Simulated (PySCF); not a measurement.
CAuO, neutral, multiplicity 2. Atoms are numbered in the order given.

```xyz
3

Au     0.0093     0.3892     0.0000
O      0.1857    -2.6223     0.0000
C     -0.3695    -1.6286     0.0000
```
Charge 0, spin multiplicity 2.

Geometry optimised at B3LYP-D3(BJ)/def2-TZVP. The spin state was assumed, not searched. The isomer is the one that the SMILES or the coordinates give; other isomers of the formula were not compared. The def2 effective core potentials stand for the cores of Au; spin–orbit coupling is left out.

The numbers are results of PBE/def2-TZVPD in PySCF, not measurements.

Mulliken values depend strongly on the basis, most of all with diffuse functions as here. ESP charges are fitted to the potential on shells at 1.4 to 2.0 van der Waals radii. Atomic charges (e):

```tsv
atom	ESP fit	Mulliken	Mulliken spin
Au1	(withheld)	-0.24	0.76
O2	(withheld)	-0.09	0.04
C3	(withheld)	0.33	0.20
```

Q: What belongs in the gaps? (An estimate is asked for; the answer gives what the named calculation found.)

A: 
- Au1, ESP fit: -0.04
- O2, ESP fit: -0.08
- C3, ESP fit: 0.12
